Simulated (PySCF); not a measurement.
VOF2, SMILES [F][V](=[O])[F] (connectivity only; charge and spin as stated), neutral, multiplicity 2.

Geometry: PBE0-D3(BJ)/def2-SVP. The multiplicity is an assumed one; other spin states were not compared. The isomer is the one that the SMILES or the coordinates give; other isomers of the formula were not compared.

Calculation: M06-2X/def2-TZVPD run with PySCF.

The molecule is in vacuum.

**Question.** Estimate the frontier levels, dipole moment and polarisability. (An estimate is asked for; the answer gives what the named calculation found.)

**Answer.** 
The α spin, highest occupied and lowest empty level comes out as -10.71 and -2.38 eV and the β spin, highest occupied and lowest empty level comes out as -12.52 and -3.90 eV. The dipole moment comes out as 1.49 D, the quadrupole, principal values (traceless, Buckingham form, about the centre of nuclear charge) is -5.14, -3.24, 8.38 D·Å and the mean static polarisability is 31.1 bohr³ (4.61 Å³). The polarisability, principal values is 24.9, 31.1, 37.4 bohr³. The ⟨S²⟩ comes out as 0.765 (pure state 0.75).
